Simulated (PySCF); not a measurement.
# A thermochemical cycle for HgSb

PBE in PySCF with def2-SVP on every atom (core potentials on Sb, Hg), for the lowest determinant that a PBE0 search found; no spin–orbit coupling. HgSb, a quartet (σ ↑, π ↑↑), has De = 0.09 eV to neutral atoms, and HgSb⁺, a triplet (π ↑↑), has De = 1.67 eV to Hg + Sb⁺.

At the same level the Sb atom ionises at 8.95 eV.

Problem. What is the adiabatic ionisation energy of the molecule, and does ionisation strengthen or weaken the bond?

Solution. IE = IE(Sb) + De(neutral) − De(ion) = 8.95 + 0.09 − 1.67 = 7.37 eV. De changes by +1.58 eV, so ionisation strengthens the bond.

Weak bonds: HgSb. Basis-set superposition, not corrected here, can be much of De in a small basis, most of all at correlated wavefunction levels. Spin–orbit coupling is left out, which matters for elements this heavy, above all for dissociation energies. For an ion De counts to the pair picked by the measured ionisation energies or electron affinities, which need not be the lowest pair at this level. States were picked by a PBE0 search and need not be the measured ground states.
